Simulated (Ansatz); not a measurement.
A run for Ansatz (an electronic-structure program): U-B3LYP/cc-pVTZ on CH5GeN (SMILES [CH3][Ge][NH2]), a point of a bond scan (R = 0.873 Å).

Ansatz 0.2 input:
```yaml
crystal:
  periodic: [false, false, false]
  atoms:
    - {symbol: Ge, position_ang: [-0.21703830, -0.01007012, 0.44524688]}
    - {symbol: C, position_ang: [0.73026279, 1.39571344, -0.65095540]}
    - {symbol: H, position_ang: [0.45863794, 2.19660770, -0.43479042]}
    - {symbol: H, position_ang: [0.59421149, 1.25013447, -1.72469069]}
    - {symbol: H, position_ang: [1.80124161, 1.34067309, -0.42974829]}
    - {symbol: N, position_ang: [-0.03643845, -1.35482851, -0.78605328]}
    - {symbol: H, position_ang: [0.40264891, -1.26537759, -1.69147724]}
    - {symbol: H, position_ang: [-0.37011551, -2.29049868, -0.61312951]}
basis:
  gaussian:
    orbitals: cc-pVTZ
hamiltonian:
  xc: {name: B3LYP}
magnetization: {spin_polarized: true, initial_magnetization: 0}
```

Problem. What total energy does the run end on?

Solution. -2172.9614 hartree.

Problem. How many basis functions does it have, and what does it roughly cost on one machine?

Solution. 173 functions; around 10 core-seconds (rough).
